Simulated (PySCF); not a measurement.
**Diatomics of C with group 14**

CCSD(T) with triple-zeta basis sets in PySCF, for the lowest determinant that a PBE0 search found; no spin–orbit coupling. De refers to high-spin ground-configuration atoms.

```
 M         basis  reference, frozen orbitals  state (unpaired electrons)  Re (Å)  ωe (cm⁻¹)  De (eV)
 C    def2-TZVPP                      UHF, 2          triplet (σ ↑, π ↑)   1.319       1634     5.97
Si  x2c-TZVPPall                     ROHF, 6          triplet (σ ↑, π ↑)   1.730        955     4.17
Ge    def2-TZVPP                    ROHF, 10          triplet (σ ↑, π ↑)   1.814        805     3.72
Sn    def2-TZVPP                     ROHF, 5          triplet (σ ↑, π ↑)   2.013        679     3.08
```

The shortest bond is that of C2 (1.319 Å), the longest that of SnC (2.013 Å). C2 is bound most strongly (5.97 eV) and SnC least (3.08 eV).

The rows differ in basis set, which adds steps of its own.

Down a group the atoms grow and get heavier, so bonds lengthen and wavenumbers fall; this series shows no clear exception.

Correlated steps freeze the inner cores (2 to 10 orbitals); shallow outer-core shells are correlated. UHF and ROHF references stand side by side, which adds small steps between rows. These are scalar-relativistic numbers at best; spin–orbit coupling would shift them, the dissociation energy most. The CCSD T1 diagnostic is raised in GeC, SiC, SnC, a sign that a single reference may not be enough there. States were picked by a PBE0 search and need not be the measured ground states.
